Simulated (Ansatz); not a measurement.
`CC(C)[CH2][Ge]([Cl])([Cl])[Cl]` + `COB(Cl)Cl` → `C[O][Ge]([Cl])([Cl])[Cl]` + `CC(C)CB(Cl)Cl`  (redistribution)

Program: Ansatz. Geometries: PBE0-D4/def2-TZVP. ΔE: electronic, gas phase. CCSD(T)/CBS adds triple-zeta CCSD(T) − MP2 to the extrapolated MP2 energy (def2 sets, frozen cores). DFT in def2-TZVPP. For Ge outer-core shells are correlated without core-valence functions, which leaves a few kJ/mol of doubt a bond. Scalar relativity is left out up to krypton. One conformer a species, not always the lowest.

```csv
level,ΔE (kJ/mol),difference from CCSD(T)/CBS
B97M-V,92.0,-6.5
r2SCANh-D4,97.2,-1.3
ωB97M-V,98.4,-0.1
revPBE,93.9,-4.6
PBE0,97.9,-0.6
CAM-B3LYP,98.1,-0.4
MP2/def2-SVP,100.2,1.7
HF/def2-TZVPP,91.6,-6.9
CCSD/def2-TZVPP,96.5,-2.0
CCSD/CBS(def2),98.3,-0.2
CCSD(T)/CBS,98.5,0
```

Largest T1 diagnostic among the species: 0.012.

The D4 term adds +3.0 kJ/mol with B3LYP and +1.9 kJ/mol with PBE0; it sums over pairs of atoms, weighted by their polarisabilities, and B3LYP, whose exchange is more repulsive, gets the larger term. Leaving LDA and LC-ωPBE aside and taking each functional with its dispersion term where it has one, the values, not all of them listed here, spread over 9.0 kJ/mol, from B97M-V to B3LYP-D4. LDA lies +8.4 kJ/mol from PBE without D4.

CCSD(T)/CBS has its own doubt, a few kJ/mol and more with outer-core shells, so smaller differences from it don't rank the levels.

B3LYP here is the variant with VWN-RPA as its local correlation; programs differ in this.
